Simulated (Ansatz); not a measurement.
Gas-phase electronic energies from Ansatz, PBE0-D4/def2-TZVP geometries. CCSD(T)/CBS adds triple-zeta CCSD(T) − MP2 to the extrapolated MP2 energy (def2 sets, frozen cores). DFT in def2-TZVPP. B3LYP here is the variant with VWN-RPA as its local correlation; programs differ in this. One conformer a species, not always the lowest.

`C[SiH2][Al]([CH3])[OH]` → `CO[CH2][AlH][SiH3]`  (isomerisation)

```json
{"level": "PBE-D4", "ΔE (kcal/mol)": "77.3", "difference from CCSD(T)/CBS": "-4.9"}
{"level": "r2SCAN-D4", "ΔE (kcal/mol)": "81.3", "difference from CCSD(T)/CBS": "-0.9"}
{"level": "PBE0-D4", "ΔE (kcal/mol)": "78.9", "difference from CCSD(T)/CBS": "-3.3"}
{"level": "B3LYP-D4", "ΔE (kcal/mol)": "78.8", "difference from CCSD(T)/CBS": "-3.4"}
{"level": "ωB97X-V", "ΔE (kcal/mol)": "78.1", "difference from CCSD(T)/CBS": "-4.1"}
{"level": "ωB97M-V", "ΔE (kcal/mol)": "80.3", "difference from CCSD(T)/CBS": "-1.9"}
{"level": "B2PLYP", "ΔE (kcal/mol)": "81.5", "difference from CCSD(T)/CBS": "-0.7"}
{"level": "PBE", "ΔE (kcal/mol)": "77.8", "difference from CCSD(T)/CBS": "-4.4"}
{"level": "r2SCAN", "ΔE (kcal/mol)": "81.4", "difference from CCSD(T)/CBS": "-0.8"}
{"level": "PBE0", "ΔE (kcal/mol)": "79.3", "difference from CCSD(T)/CBS": "-2.9"}
{"level": "B3LYP", "ΔE (kcal/mol)": "79.6", "difference from CCSD(T)/CBS": "-2.6"}
{"level": "HF/def2-TZVPP", "ΔE (kcal/mol)": "78.4", "difference from CCSD(T)/CBS": "-3.8"}
{"level": "MP2/def2-TZVPP", "ΔE (kcal/mol)": "84.9", "difference from CCSD(T)/CBS": "2.7"}
{"level": "SCS-MP2/def2-TZVPP", "ΔE (kcal/mol)": "81.9", "difference from CCSD(T)/CBS": "-0.3"}
{"level": "CCSD/def2-TZVPP", "ΔE (kcal/mol)": "80.7", "difference from CCSD(T)/CBS": "-1.5"}
{"level": "CCSD(T)/def2-TZVPP", "ΔE (kcal/mol)": "80.6", "difference from CCSD(T)/CBS": "-1.6"}
{"level": "HF/def2-QZVPP", "ΔE (kcal/mol)": "78.7", "difference from CCSD(T)/CBS": "-3.5"}
{"level": "MP2/def2-QZVPP", "ΔE (kcal/mol)": "85.9", "difference from CCSD(T)/CBS": "3.7"}
{"level": "SCS-MP2/def2-QZVPP", "ΔE (kcal/mol)": "83.0", "difference from CCSD(T)/CBS": "0.8"}
{"level": "HF/CBS(def2)", "ΔE (kcal/mol)": "78.7", "difference from CCSD(T)/CBS": "-3.5"}
{"level": "MP2/CBS(def2)", "ΔE (kcal/mol)": "86.5", "difference from CCSD(T)/CBS": "4.3"}
{"level": "CCSD/CBS(def2)", "ΔE (kcal/mol)": "82.3", "difference from CCSD(T)/CBS": "0.1"}
{"level": "CCSD(T)/CBS", "ΔE (kcal/mol)": "82.2", "difference from CCSD(T)/CBS": "0"}
```

Largest T1 diagnostic among the species: 0.012.

From PBE to PBE0 (25 % exact exchange), in def2-TZVPP and without D4, ΔE moves by +1.5 kcal/mol. The D4 term adds −0.8 kcal/mol with B3LYP and −0.4 kcal/mol with PBE0; it sums over pairs of atoms, weighted by their polarisabilities, and B3LYP, whose exchange is more repulsive, gets the larger term.
